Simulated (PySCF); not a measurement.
Calculated molecular-ion clusters (M+•, centroid m/z and relative intensity) of several compounds:

1. 133.0651 (100.0), 134.0681 (6.0), 135.0701 (0.4)
2. 171.9839 (100.0), 172.9873 (7.7), 173.9811 (32.4), 174.9844 (2.5)
3. 102.0316 (100.0), 103.0321 (13.5), 104.0288 (7.3), 105.0296 (0.6)
4. 117.0570 (24.3), 118.0534 (100.0), 119.0545 (9.2), 120.0507 (3.5)

Lines and terms under 0.3 % are left out. Candidates, as SMILES:
A. `C1C[SiH2][SiH2]C1`
B. `CC(C)BP[SiH3]`
C. `CNP1CCOCC1`
D. `CC(=O)c1ccpc(Cl)c1`

Question: Match clusters and compounds, and give each formula.

Answer: 
1 = C, C5H12NOP, monoisotopic mass of the neutral 133.0657 u; relative to that species, one 13C gives 5.4 % at +1 and one 15N gives 0.4 % at +1.
2 = D, C7H6ClOP, monoisotopic mass of the neutral 171.9845 u; relative to that species, one 13C gives 7.6 % at +1 and one 37Cl gives 32.0 % at +2.
3 = A, C3H10Si2, monoisotopic mass of the neutral 102.0321 u; relative to that species, one 29Si gives 10.2 % at +1, one 13C gives 3.2 % at +1 and one 30Si gives 6.7 % at +2.
4 = B, C3H12BPSi, monoisotopic mass of the neutral 118.0539 u; relative to that species, one 10B gives 24.8 % at -1, one 29Si gives 5.1 % at +1, one 13C gives 3.2 % at +1 and one 30Si gives 3.3 % at +2.

Question: Weight all lines of cluster 1 by their intensities. What mean results?

Answer: 133.128 u over all lines, faint ones too (the ion lacks one electron, 0.0005 u); standard atomic weights give 133.131 g/mol for C5H12NOP.

Question: Give the exact less the nominal mass of each, in mDa.

Answer: C3H10Si2 +32.1, C3H12BPSi +53.9, C5H12NOP +65.7, C7H6ClOP -15.5 (neutral, monoisotopic).

Abundances used (%; other tables differ somewhat): 12C 98.93, 13C 1.07; 14N 99.632, 15N 0.368; 16O 99.757, 17O 0.038, 18O 0.205; 1H 99.9885, 2H 0.0115; 35Cl 75.78, 37Cl 24.22; 28Si 92.2297, 29Si 4.6832, 30Si 3.0872; 10B 19.9, 11B 80.1.

Isomers would give the same cluster, so the cluster fixes the formula at best.
